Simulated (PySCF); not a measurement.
Se(Br)(SMe) (CH3BrSSe), SMILES Br[Se]SC. Atoms are numbered in the order given.

```xyz
7

Se     0.0772    -0.6582     0.7227
Br    -1.1970     1.2786     0.1336
S      1.7998    -0.6171    -0.5706
C      1.1964    -1.3441    -2.1299
H      0.8127    -2.3605    -1.9685
H      2.0649    -1.3751    -2.8059
H      0.4184    -0.7009    -2.5649
```
Charge 0, spin multiplicity 1.

The structure is a stationary point at r2SCAN-D4/def2-SVP. The structure was generated by enumeration, and PubChem lists no compound with its InChIKey, so it may never have been made. Other conformers were not sampled.

Computed with TDDFT-CAM-B3LYP/def2-SVPD run with PySCF.

Vertical excitations. The molecule is in vacuum.

```json
[
 {"state": "S1", "energy (eV)": "2.64", "λ (nm)": "469", "f": "0.001", "main pairs": "HOMO→LUMO 98 %"},
 {"state": "S2", "energy (eV)": "4.07", "λ (nm)": "305", "f": "0.032", "main pairs": "HOMO−1→LUMO 48 %, HOMO−2→LUMO 39 %"},
 {"state": "S3", "energy (eV)": "4.23", "λ (nm)": "293", "f": "0.018", "main pairs": "HOMO−2→LUMO 48 %, HOMO→LUMO+1 32 %, HOMO−1→LUMO 15 %"},
 {"state": "S4", "energy (eV)": "4.34", "λ (nm)": "285", "f": "0.038", "main pairs": "HOMO→LUMO+1 55 %, HOMO−1→LUMO 25 %, HOMO−2→LUMO 10 %"},
 {"state": "S5", "energy (eV)": "4.84", "λ (nm)": "256", "f": "0.007", "main pairs": "HOMO−3→LUMO 89 %"},
 {"state": "S6", "energy (eV)": "5.03", "λ (nm)": "247", "f": "0.017", "main pairs": "HOMO−1→LUMO+1 85 %"},
 {"state": "S7", "energy (eV)": "6.15", "λ (nm)": "201", "f": "0.011", "main pairs": "HOMO−4→LUMO 85 %"},
 {"state": "S8", "energy (eV)": "6.41", "λ (nm)": "194", "f": "0.020", "main pairs": "HOMO−2→LUMO+1 45 %, HOMO→LUMO+3 34 %"},
 {"state": "S9", "energy (eV)": "6.53", "λ (nm)": "190", "f": "0.006", "main pairs": "HOMO→LUMO+2 57 %, HOMO→LUMO+3 26 %"},
 {"state": "S10", "energy (eV)": "6.62", "λ (nm)": "187", "f": "0.065", "main pairs": "HOMO−1→LUMO+3 25 %, HOMO−2→LUMO+1 25 %, HOMO−1→LUMO+2 16 %, HOMO→LUMO+2 9 %"},
 {"state": "T1", "energy (eV)": "2.01", "λ (nm)": "616", "f": "0", "main pairs": "HOMO→LUMO 97 %"},
 {"state": "T2", "energy (eV)": "3.26", "λ (nm)": "380", "f": "0", "main pairs": "HOMO−1→LUMO 92 %"},
 {"state": "T3", "energy (eV)": "3.56", "λ (nm)": "348", "f": "0", "main pairs": "HOMO−2→LUMO 95 %"},
 {"state": "T4", "energy (eV)": "3.69", "λ (nm)": "336", "f": "0", "main pairs": "HOMO→LUMO+1 88 %"}
]
```
Triplets are in the Tamm–Dancoff approximation, which puts them higher than full response would, so one can lie above its singlet here.
